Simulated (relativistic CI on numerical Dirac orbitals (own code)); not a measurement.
# Magnetism of Zr³⁺, 4d, in a crystal field

Calculated by Dirac-Coulomb-Breit CI, KLI orbitals optimised for each configuration, model QED (radiative potential, 1s self-energy scaled to tabulated hydrogen-like ionisation energies), one configuration in a parametric crystal field, unscaled Slater integrals (own radial code).

Field parameters in Wybourne normalisation: D3d B²₀ = −7Dσ, B⁴₀ = −14Dq − 21Dτ, B⁴₃ = −14√(10/7) Dq; Oh B⁴₀ = 21Dq, B⁴₄ = √(5/14) B⁴₀; Td as Oh with Dq negative (B⁴₀ = 21Dq, B⁴₄ = √(5/14) B⁴₀). The field is a parameter set, without covalency.

S is read from ⟨S²⟩ = S(S + 1).

Powder χT (cm³ K mol⁻¹) by Van Vleck's formula, with temperature-independent terms:

```
                                       Field      2 K      5 K    10 K    20 K    50 K   100 K  200 K  300 K
 D3d, 10Dq = 26950, Dσ = 920, Dτ = -300 cm⁻¹   0.0796   0.0811  0.0837  0.0889   0.104    0.13  0.182  0.236
D3d, 10Dq = 39650, Dσ = 1190, Dτ = -290 cm⁻¹    0.207    0.208   0.209   0.212    0.22   0.234  0.262  0.289
                       Oh, 10Dq = 10300 cm⁻¹  0.00662  0.00886  0.0126  0.0201  0.0425  0.0799  0.155  0.225
                       Oh, 10Dq = 10800 cm⁻¹  0.00618  0.00843  0.0122  0.0197  0.0422  0.0796  0.154  0.225
                       Td, 10Dq = -7550 cm⁻¹    0.293    0.294   0.294   0.296     0.3   0.307   0.32  0.334
                       Td, 10Dq = -8500 cm⁻¹    0.302    0.302   0.303   0.304   0.308   0.314  0.326  0.338
                      Td, 10Dq = -10100 cm⁻¹    0.313    0.313   0.314   0.315   0.318   0.323  0.333  0.343
                      Td, 10Dq = -13350 cm⁻¹    0.328    0.328   0.328   0.329   0.331   0.335  0.343  0.351
```

**Question.** For Oh, 10Dq = 10800 cm⁻¹: what effective moment follows at 300 K?

**Answer.** μ_eff = √(8χT) = 1.34 μB. The ground level has S = 0.50; the spin-only moment for S = 1/2 is 1.73 μB. The difference comes from the orbital moment, spin-orbit mixing of terms and temperature-independent paramagnetism, all larger in this ionic model than in covalent complexes.
